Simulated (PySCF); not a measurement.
Spectrum to structure. Theory: PySCF, TDDFT PBE0/def2-SVPD, vertical, gas phase, core orbitals frozen in the response. Geometries: GFN2-xTB, one conformer each.

| state | E (eV) | λ (nm) | f |
| --- | --- | --- | --- |
| S1 | 5.67 | 218.8 | 0.0095 |
| S2 | 5.96 | 207.9 | 0.059 |
| S3 | 6.11 | 203.0 | 0.0083 |
| S4 | 6.28 | 197.3 | 0.022 |
| S5 | 6.46 | 192.1 | 0.0063 |
| S6 | 6.60 | 187.8 | 0.017 |

Question: Which structure fits? All have the formula C3H11NSi2.
A. `[SiH3][SiH2]NC1CC1`
B. `C=CC[Si@H](N)[SiH3]`
C. `CNC1[SiH2]C[SiH2]1`

Answer: B. Its S1, at 5.67 eV, is the highest among the candidates; the nearest of the others has S1 at 5.01 eV. S1 is HOMO-1→LUMO (66%), HOMO→LUMO (32%). Löwdin shares by element: HOMO carbon 64%, nitrogen 11% (atoms not listed hold the other 25%); LUMO silicon 56%, nitrogen 6%, hydrogen 6% or more (atoms not listed hold the other 32%). At the same level the other candidates give, for their lowest levels:
- `CNC1[SiH2]C[SiH2]1`: 4.84 eV (f 0.002); 5.72 eV (f 0.003); 5.95 eV (f 0.004); 6.13 eV (f 0.005); 6.21 eV (f 0.005); T1 4.66 eV; HOMO -6.26, LUMO -0.24 eV
- `[SiH3][SiH2]NC1CC1`: 5.01 eV (f 0.005); 5.69 eV (f 0.020); 5.97 eV (f 0.006); 6.20 eV (f 0.011); 6.37 eV (f 0.012); T1 4.79 eV; HOMO -6.38, LUMO -0.14 eV

Shape of the structure used: `[CH2:1]=[CH:2][CH2:3][Si@H:4]([NH2:5])[SiH3:6]`: C1–C2–C3–Si4 -108°, C2–C3–Si4–N5 53°, H–N5–Si4–C3 36°, H–N5–Si4–C3 179°.
Triplets come from the Tamm–Dancoff approximation.
